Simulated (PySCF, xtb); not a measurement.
CH5BFNO, SMILES NB(O)CF. The values are those of a single conformer.

Harmonic wavenumbers (cm⁻¹) from GFN2-xTB (xtb) at its own minimum, in rising order: 70, 187, 355, 386, 444, 492, 548, 568, 750, 825, 850, 962, 1024, 1194, 1238, 1304, 1377, 1441, 1535, 2948, 2961, 3501, 3548, 3623.

Question: What does PBE-D3(BJ)/def2-SVP in PySCF give at its own minimum? (The exact figures need the calculation; the answer reports its results.)

Answer: 91, 208, 373, 382, 412, 456, 490, 599, 762, 848, 855, 967, 1038, 1192, 1233, 1358, 1401, 1415, 1542, 2943, 2990, 3516, 3625, 3751. Paired by order, the mean absolute difference is 27 cm⁻¹ and the zero-point energies are 45.9 and 46.4 kcal/mol.
